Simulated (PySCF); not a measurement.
V(O)(F)3 cation (F3OV), SMILES [O]=[V]([F])([F])[F] (connectivity only; charge and spin as stated), charge +1, multiplicity 2.

Geometry optimised at PBE0-D3(BJ)/def2-SVP. A frequency run showed that this geometry is not a minimum. The multiplicity is an assumed one; other spin states were not compared. The isomer is the one that the SMILES or the coordinates give; other isomers of the formula were not compared.

Method: PBE0-D3(BJ)/def2-SVP run with PySCF.

Frequencies are harmonic and unscaled.

| mode | ν (cm⁻¹) | IR (km/mol) | moving atoms (share of kinetic energy) |
|---|---|---|---|
| 1 | 36i | 16.5 | F 81 %, O 17 % |
| 2 | 204 | 8.8 | F 69 %, O 19 %, V 12 % |
| 3 | 229 | 12.4 | F 44 %, O 35 %, V 21 % |
| 4 | 234 | 12.7 | F 76 %, V 20 % |
| 5 | 262 | 8.5 | F 44 %, O 38 %, V 18 % |
| 6 | 806 | 4.7 | O 58 %, F 35 % |
| 7 | 873 | 81.7 | F 58 %, V 26 %, O 16 % |
| 8 | 941 | 222.2 | F 64 %, V 36 % |
| 9 | 949 | 165.9 | F 64 %, V 35 % |
